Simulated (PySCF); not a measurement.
C₆H₆N₂.
Atom-mapped SMILES: `[C-:1]#[N+:2][c:3]1[cH:4][cH:5][cH:6][n:7]1[CH3:8]` (hydrogens: H9 on C4; H10 on C5; H11 on C6; H12, H13, H14 on C8)
Bond orders are those of one Lewis drawing.

Method: PBE0-D3(BJ)/def2-SVP geometry optimisation, gas phase (PySCF 2.14.0); density fitting, grid level 2; the optimiser is geomeTRIC in internal coordinates, started from a GFN2-xTB structure.

Step 0: E = -9280.6179 eV
```
atom  x, y, z in Å  |  force x, y, z in eV/Å
C1     -1.9136    2.3228   -1.0941   -0.754   0.557  -0.266
N2     -1.0246    1.6365   -0.7657    0.129  -0.190   0.089
C3     -0.0022    0.8486   -0.3894    0.334  -0.042   0.025
C4      1.3578    1.0688   -0.4691   -0.095  -0.074   0.032
C5      1.9760   -0.0726    0.0615   -0.014   0.062  -0.027
C6      0.9823   -0.9390    0.4424    0.077  -0.076   0.036
N7     -0.2215   -0.3809    0.1689   -0.225  -0.009   0.001
C8     -1.5138   -0.9568    0.4128    0.015   0.152  -0.067
H9      1.8322    1.9457   -0.8617    0.202   0.514  -0.234
H10     3.0307   -0.2383    0.1525    0.605  -0.135   0.073
H11     1.0503   -1.9114    0.8887   -0.007  -0.558   0.253
H12    -2.0932   -0.3263    1.0921   -0.158   0.116   0.177
H13    -2.0721   -1.0570   -0.5213   -0.151  -0.058  -0.208
H14    -1.3889   -1.9407    0.8601    0.042  -0.259   0.118
```

Task: Estimate the geometry and energy of step 1. (The exact step hangs on the optimiser's Hessian estimate; all steps are aligned on step 0, rigid shifts and turns removed.)

Result: E = -9280.6575 eV, largest force 0.130 eV/Å
```
atom  x, y, z in Å  |  force x, y, z in eV/Å
C1     -1.9501    2.3140   -1.0897   -0.026   0.001   0.000
N2     -1.0401    1.6388   -0.7668    0.068   0.001   0.000
C3      0.0067    0.8562   -0.3928   -0.096  -0.038   0.016
C4      1.3708    1.0747   -0.4720    0.042   0.112  -0.051
C5      1.9909   -0.0759    0.0635    0.110  -0.029   0.015
C6      0.9899   -0.9468    0.4464   -0.042  -0.056   0.026
N7     -0.2189   -0.3781    0.1680    0.035   0.018  -0.008
C8     -1.5191   -0.9489    0.4092   -0.031  -0.031   0.013
H9      1.8426    1.9693   -0.8738   -0.020  -0.040   0.018
H10     3.0609   -0.2529    0.1606   -0.045   0.006  -0.003
H11     1.0454   -1.9355    0.8994   -0.004   0.036  -0.017
H12    -2.1044   -0.3193    1.0961    0.005  -0.001  -0.002
H13    -2.0826   -1.0550   -0.5300    0.005   0.001   0.002
H14    -1.3925   -1.9412    0.8598   -0.002   0.020  -0.009
```

The energy changes by -0.0396 eV. The first-order estimate −F·Δx gives -0.0819 eV and the mean of the old and new forces, exact on a quadratic surface, -0.0399 eV. The step makes an angle of 47° with the force vector and moves no atom by more than 0.038 Å.

What follows is the cost of the whole optimisation. On one thread of an Arm Neoverse V2, shared host, this took 68 s and 0.71 GiB of memory at its peak.
